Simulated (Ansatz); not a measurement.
`C#[C][GeH2][SbH2]` + HCl → `C#[C][GeH2][Cl]` + `[SbH3]` at 298.15 K and 1 bar (cleavage of the Ge–Sb bond).

Program: Ansatz. Geometries: PBE0-D4/def2-TZVP. ΔE: electronic, gas phase. CCSD(T)/CBS adds triple-zeta CCSD(T) − MP2 to the extrapolated MP2 energy (def2 sets, frozen cores). This one scheme is used for every species. Elements past krypton have def2 core potentials. For Ge, Sb outer-core shells are correlated without core-valence functions, which leaves a few kJ/mol of doubt a bond. Scalar relativity is left out up to krypton.

| species | CCSD(T)/CBS energy (Eh) | H − E (kJ/mol) | S (J/(mol·K)) |
| --- | --- | --- | --- |
| `C#[C][GeH2][SbH2]` | -2395.17083 | 149.0 | 371.2 |
| HCl | -460.38127 | 26.6 | 186.8 |
| `C#[C][GeH2][Cl]` | -2613.77047 | 112.6 | 324.7 |
| `[SbH3]` | -241.78682 | 60.8 | 232.7 |

H − E and S are ideal-gas, rigid-rotor, harmonic terms from PBE0-D4/def2-TZVP, for one conformer and one mirror image of each species. 1 Eh = 2625.50 kJ/mol, R = 8.31446 J/(mol·K).

Q: By hand: ΔE, ΔH, ΔS and ΔG.

A: ΔE = (-2613.77047) + (-241.78682) − (-2395.17083) − (-460.38127) = -0.00519 Eh = -13.6 kJ/mol. Δ(H − E) = 112.6 + 60.8 − 149.0 − 26.6 = -2.2, so ΔH = -15.8 kJ/mol. ΔS = 324.7 + 232.7 − 371.2 − 186.8 = -0.6 J/(mol·K). ΔG = -15.8 − 298.15 × (-0.6)/1000 = -15.6 kJ/mol.

Q: By hand: the equilibrium constant, and the temperature at which ΔG would vanish if ΔH and ΔS stayed fixed.

A: log₁₀ K = −ΔG/(RT ln 10) = 2.7. ΔG = 0 at ΔH/ΔS = 26333 K, far beyond where these terms or the molecules hold.

The number of gas molecules stays the same, so ΔS is small and ΔH decides. A doubt of 5 kJ/mol in ΔE shifts log₁₀ K by 0.9 here. Other conformers and mirror images would add mixing entropy, several J/(mol·K) or more a flexible species. These are equilibria of isolated gas molecules and say nothing of rates. Largest T1 diagnostic: 0.014 (customary marks: 0.02 for closed shells, 0.045 for open ones).
